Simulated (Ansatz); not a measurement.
Born–Oppenheimer molecular dynamics of ClGaH₂ (4 atoms, charge 0, multiplicity 1). It starts at the highest image of a converged band, a first-order saddle point between two minima.

Theory: Ansatz, RKS B3LYP-D4/def2-SVP.

```yaml
ensemble: NVE (velocity Verlet)
time_step: 0.5 fs
steps_asked: 200
starting_velocities_drawn_for: 100 K
seed: 9547
```

Frames 1 fs apart, positions in Å, forces in eV/Å.

Velocities at 30 fs (Å/ps):

```
Ga -1.19 0.04 -2.68
Cl 0.95 0.06 4.04
H 49.40 -2.90 18.52
H -0.84 -1.80 24.57
```

```xyz
4
Properties=species:S:1:pos:R:3:forces:R:3 time_fs=30 energy_less_start_eV=-0.214 T=930
Ga 0.237 0.000 -0.579 -0.60 0.00 -1.18
Cl 1.329 0.000 1.867 -0.18 0.00 1.66
H 1.928 0.004 0.724 0.63 0.00 -0.65
H -1.414 0.010 -0.256 0.15 0.00 0.17
4
Properties=species:S:1:pos:R:3:forces:R:3 time_fs=31 energy_less_start_eV=-0.247 T=1054
Ga 0.235 0.000 -0.581 -0.57 0.00 -1.10
Cl 1.330 0.000 1.871 0.06 0.00 1.16
H 1.980 0.001 0.740 0.34 0.00 -0.21
H -1.414 0.008 -0.230 0.17 0.00 0.15
4
Properties=species:S:1:pos:R:3:forces:R:3 time_fs=32 energy_less_start_eV=-0.268 T=1136
Ga 0.234 0.000 -0.584 -0.52 0.00 -1.01
Cl 1.331 0.000 1.875 0.37 0.00 0.60
H 2.035 -0.002 0.754 -0.03 0.00 0.28
H -1.413 0.007 -0.204 0.18 0.00 0.13
4
Properties=species:S:1:pos:R:3:forces:R:3 time_fs=33 energy_less_start_eV=-0.275 T=1162
Ga 0.233 0.000 -0.587 -0.48 0.00 -0.93
Cl 1.332 0.000 1.880 0.69 0.00 0.11
H 2.091 -0.005 0.770 -0.40 0.00 0.71
H -1.409 0.005 -0.175 0.19 0.00 0.12
4
Properties=species:S:1:pos:R:3:forces:R:3 time_fs=34 energy_less_start_eV=-0.275 T=1165
Ga 0.231 0.000 -0.590 -0.45 0.00 -0.86
Cl 1.333 0.001 1.885 0.94 -0.01 -0.23
H 2.142 -0.008 0.794 -0.68 0.01 0.99
H -1.404 0.003 -0.146 0.19 0.00 0.10
4
Properties=species:S:1:pos:R:3:forces:R:3 time_fs=35 energy_less_start_eV=-0.283 T=1196
Ga 0.230 0.000 -0.594 -0.44 0.00 -0.80
Cl 1.335 0.001 1.890 1.09 -0.01 -0.40
H 2.187 -0.011 0.826 -0.84 0.01 1.12
H -1.397 0.001 -0.116 0.18 0.00 0.09
4
Properties=species:S:1:pos:R:3:forces:R:3 time_fs=36 energy_less_start_eV=-0.307 T=1288
Ga 0.228 0.000 -0.597 -0.42 0.00 -0.76
Cl 1.337 0.001 1.894 1.09 -0.02 -0.38
H 2.223 -0.013 0.870 -0.83 0.02 1.06
H -1.389 -0.001 -0.085 0.16 0.00 0.07
4
Properties=species:S:1:pos:R:3:forces:R:3 time_fs=37 energy_less_start_eV=-0.344 T=1430
Ga 0.227 0.000 -0.601 -0.41 0.00 -0.71
Cl 1.339 0.001 1.899 0.90 -0.01 -0.18
H 2.252 -0.016 0.923 -0.63 0.02 0.82
H -1.378 -0.003 -0.053 0.14 0.00 0.06
4
Properties=species:S:1:pos:R:3:forces:R:3 time_fs=38 energy_less_start_eV=-0.380 T=1569
Ga 0.225 0.000 -0.604 -0.40 0.00 -0.66
Cl 1.341 0.001 1.903 0.49 -0.01 0.20
H 2.276 -0.018 0.984 -0.21 0.01 0.40
H -1.367 -0.004 -0.021 0.12 0.00 0.06
4
Properties=species:S:1:pos:R:3:forces:R:3 time_fs=39 energy_less_start_eV=-0.399 T=1644
Ga 0.223 0.000 -0.608 -0.38 0.00 -0.61
Cl 1.344 0.001 1.908 -0.09 0.00 0.68
H 2.297 -0.021 1.049 0.36 0.00 -0.12
H -1.354 -0.006 0.012 0.10 0.00 0.05
4
Properties=species:S:1:pos:R:3:forces:R:3 time_fs=40 energy_less_start_eV=-0.402 T=1657
Ga 0.221 0.000 -0.612 -0.35 0.00 -0.55
Cl 1.346 0.001 1.912 -0.66 0.02 1.06
H 2.322 -0.023 1.113 0.92 -0.02 -0.55
H -1.340 -0.008 0.045 0.09 0.00 0.04
4
Properties=species:S:1:pos:R:3:forces:R:3 time_fs=41 energy_less_start_eV=-0.410 T=1685
Ga 0.219 0.000 -0.616 -0.32 0.00 -0.49
Cl 1.348 0.001 1.917 -0.94 0.02 1.15
H 2.355 -0.025 1.171 1.18 -0.02 -0.69
H -1.325 -0.009 0.079 0.08 0.00 0.03
```

Of the whole run (100 fs, mean temperature of the second half 1442 K): The conserved energy stayed within 0.12 meV per atom of its start (net change 0.019 meV per atom), so the integration is sound. The kinetic energy rose, since the run started high on the potential surface and went downhill. It ends in pieces (ClH + GaH), so much of that is their flight and rotation, not heat. A run of 0.1 ps of so small a system gives no equilibrium averages. The orbitals stay closed-shell, which can raise the energy where a bond breaks towards radicals; this wasn't checked here.

The run took 3.9 min on 1 thread of Intel(R) Xeon(R) Platinum 8488C (Sapphire Rapids), on a shared host, peak memory 0.13 GiB.
